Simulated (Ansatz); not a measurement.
Reaction (formal exchange of groups at the Al–Cl bond): `[Cl][AlH][GeH3]` + CH₄ → `[CH3][AlH][GeH3]` + HCl

Calculated with Ansatz (gas phase, PBE0-D4/def2-TZVP geometries, no zero-point term in ΔE). CCSD(T)/CBS is the MP2 limit (def2-TZVPP, def2-QZVPP) plus CCSD(T) − MP2 in def2-TZVPP, frozen cores. This one scheme is used for every species. DFT in def2-TZVPP. For Ge outer-core shells are correlated without core-valence functions, which leaves a few kJ/mol of doubt a bond. Scalar relativity is left out up to krypton.

CCSD(T)/CBS gives +175.7 kJ/mol.

Question: Another level gave +174.2 kJ/mol. Which?
A. r2SCAN0/def2-TZVPP
B. LDA (SPW92)/def2-TZVPP
C. HF/def2-TZVPP
D. BLYP-D4/def2-TZVPP

Answer: D. BLYP-D4 174.2, r2SCAN0 180.1, HF/def2-TZVPP 191.4, LDA (SPW92) 164.9 kJ/mol.

Largest T1 diagnostic among the species: 0.011.

From BLYP to BHLYP (50 % exact exchange), in def2-TZVPP and without D4, ΔE moves by +8.0 kJ/mol. In def2-TZVPP, CCSD(T) changes the Hartree–Fock value by −18.0 kJ/mol (the triples alone add −1.2 kJ/mol) and MP2 by −13.4 kJ/mol. At CCSD(T), def2-SVP lies +6.4 kJ/mol from the extrapolated value and def2-TZVPP −2.4 kJ/mol.
